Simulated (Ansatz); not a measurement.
Geometry optimisation, RKS BLYP-D4/def2-SVP (Ansatz).

input.yaml

```yaml
crystal:
  periodic: [false, false, false]
  atoms:
    - { symbol: W, position_ang: [-0.240627, -0.13248, -0.607705] }
    - { symbol: Cl, position_ang: [0.909391, -0.395821, 2.817931] }
    - { symbol: O, position_ang: [1.529038, 0.143823, -0.03471] }
    - { symbol: H, position_ang: [1.9097, -0.044269, 0.855563] }
    - { symbol: H, position_ang: [-0.399397, 1.563677, -0.648376] }
    - { symbol: Cl, position_ang: [-2.52749, -0.10559, -1.132448] }
    - { symbol: O, position_ang: [-0.479789, -1.705345, 0.455412] }
    - { symbol: H, position_ang: [-0.710813, -1.808934, 1.402822] }
    - { symbol: Cl, position_ang: [0.343079, 0.168226, -2.86499] }
    - { symbol: H, position_ang: [-0.845041, 0.614663, 0.815344] }
    - { symbol: H, position_ang: [0.072248, 0.580149, 2.422957] }
basis:
  gaussian: { orbitals: def2-SVP }
hamiltonian:
  xc: blyp
  dispersion: d4
relax:
  f_tol: 0.03
  max_steps: 50
```

Run as:

```bash
$ ansatz run input.yaml --threads 4 --pin off --max-ram 5120MiB --backend cpu --events-out ev --progress --plain --runs-dir out
```

Problem. Where does it end, and by what steps?

Solution. It converged. After 20 steps the energy has fallen by 0.277 eV; Cl2 moved furthest, 1.21 Å.

```
step  energy less start (eV)  largest force component (eV/Å)  accepted
   0                  0.0000                           0.855       yes
   1                 -0.1502                           0.613       yes
   2                 -0.1718                           0.554       yes
   3                 -0.1860                           0.483       yes
   4                 -0.2002                           0.349       yes
   5                 -0.2166                           0.170       yes
   6                 -0.2231                           0.123       yes
   7                 -0.2274                           0.190       yes
   8                 -0.2329                           0.614       yes
   9                 -0.2397                           0.589       yes
  10                 -0.2453                           0.716       yes
  11                 -0.2530                           0.493       yes
  12                 -0.2490                           0.627        no
  13                 -0.2669                           0.096       yes
  14                 -0.2678                           0.130       yes
  15                 -0.2702                           0.122       yes
  16                 -0.2733                           0.081       yes
  17                 -0.2749                           0.125       yes
  18                 -0.2758                           0.084       yes
  19                 -0.2764                           0.051       yes
  20                 -0.2765                           0.029       yes
```

```xyz
11
Properties=species:S:1:pos:R:3
W -0.200 -0.263 -0.608
Cl 1.266 0.744 3.041
O 1.520 -0.103 0.083
H 1.898 0.198 0.950
H -0.360 1.413 -0.378
Cl -2.515 0.069 -0.937
O -0.636 -1.996 0.082
H -1.291 -2.248 0.762
Cl 0.360 0.289 -2.812
H -0.656 0.212 0.998
H 0.174 0.564 2.301
```

Whether the end is a true minimum wasn't checked by a vibrational analysis.

The run took 56 s on 4 threads of Arm Neoverse V1, with other jobs on the host, peak memory 0.22 GiB.
